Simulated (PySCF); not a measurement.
Run record: excited-state job, `F[C@@H]1C[C@H]1[GeH2][PH2]`.

Computed with TDDFT PBE0/def2-SVPD, vertical, gas phase, core orbitals frozen in the response (PySCF 2.14.0, density-fitted response routines). Geometry: GFN2-xTB. The command runs a driver script over a list of jobs; the input below is this job's line of settings and its coordinates in Å.

Command:
```bash
OMP_NUM_THREADS=1 python probes_run.py task.json out
```

Input:
```
{"job": {"kind": "uv", "xc": "PBE0", "basis": "def2-SVPD", "nstates": 6, "ntriplets": 2}, "charge": 0, "multiplicity": 1}
F     -1.569058     2.097718    -0.520127
C     -1.176378     0.793390    -0.616192
C     -1.890499    -0.216607     0.206976
C     -0.478690     0.181454     0.551178
Ge     1.031135    -1.038700     0.218593
P      3.010206    -0.015053    -0.347966
H     -0.879762     0.573357    -1.636174
H     -2.684016     0.133892     0.849840
H     -2.067465    -1.187691    -0.230991
H     -0.380540     0.835153     1.409733
H      1.208189    -1.917037     1.434109
H      0.579352    -1.981640    -0.873449
H      2.926130     0.860363     0.728229
H      2.370717     0.880931    -1.195925
```

Task: Give the output.

Result: 
```
coarse grid: 54448 points
cycle   1  E = -2636.1023948451  dE =  1.815e-02  |g| = 5.565e-01  |ddm| = 4.899e+00
cycle   2  E = -2636.0768634214  dE =  2.553e-02  |g| = 6.992e-01  |ddm| = 1.354e+00
cycle   3  E = -2636.1519378391  dE = -7.507e-02  |g| = 6.082e-02  |ddm| = 7.624e-01
cycle   4  E = -2636.1524380766  dE = -5.002e-04  |g| = 2.896e-02  |ddm| = 8.820e-02
cycle   5  E = -2636.1525718360  dE = -1.338e-04  |g| = 5.257e-03  |ddm| = 3.507e-02
cycle   6  E = -2636.1525781212  dE = -6.285e-06  |g| = 1.747e-03  |ddm| = 1.224e-02
final grid: 113168 points
cycle   7  E = -2636.1524906804  dE =  4.555e-07  |g| = 2.290e-03  |ddm| = 1.085e-02
cycle   8  E = -2636.1524893130  dE =  1.367e-06  |g| = 3.226e-03  |ddm| = 9.041e-03
cycle   9  E = -2636.1524921447  dE = -2.832e-06  |g| = 2.247e-04  |ddm| = 5.235e-03
cycle  10  E = -2636.1524921570  dE = -1.227e-08  |g| = 3.568e-05  |ddm| = 3.539e-04
cycle  11  E = -2636.1524921572  dE = -1.983e-10  |g| = 6.015e-06  |ddm| = 3.873e-05
converged SCF energy = -2636.1524921572

Static polarisability (au): isotropic 93.099, principal 76.583 87.805 114.909

Singlet excitations
state   eV       nm        f      main configurations
  1   6.6471    186.5   0.03339   H->L 0.60, H->L+1 0.30
  2   6.7240    184.4   0.22162   H->L+1 0.58, H->L 0.29
  3   6.7308    184.2   0.01617   H->L+2 0.84
  4   7.1245    174.0   0.03864   H->L+3 0.67, H-1->L 0.21
  5   7.2287    171.5   0.10524   H-1->L 0.74, H->L+3 0.19
  6   7.4372    166.7   0.02251   H-1->L+1 0.83, H-1->L+3 0.09

Triplet excitations (Tamm-Dancoff, eV): 5.4970 5.8452
```

The SCF starts on a coarse grid where the log names one; the energy can jump when the final grid takes over, and dE then counts from the start density on the new grid. H and L stand for HOMO and LUMO; the number after each pair is its weight.

Task: Give S1 in cm⁻¹ and kJ/mol.

Result: 6.6471 eV × 8065.54 = 53612 cm⁻¹; × 96.485 = 641.3 kJ/mol.

In short: HOMO -7.53 eV, LUMO 0.07 eV; lowest singlet 6.65 eV; lowest triplet 5.50 eV (Tamm–Dancoff); mean polarisability 93.1 au.

 Relativistic effects, spin–orbit coupling among them, are left out although an element past zinc is present.

The run took about 90 s of CPU time (one thread, shared machine).

One conformer stands for the species.
Labels such as C1 count atoms from 1, the log's own numbers from 0.
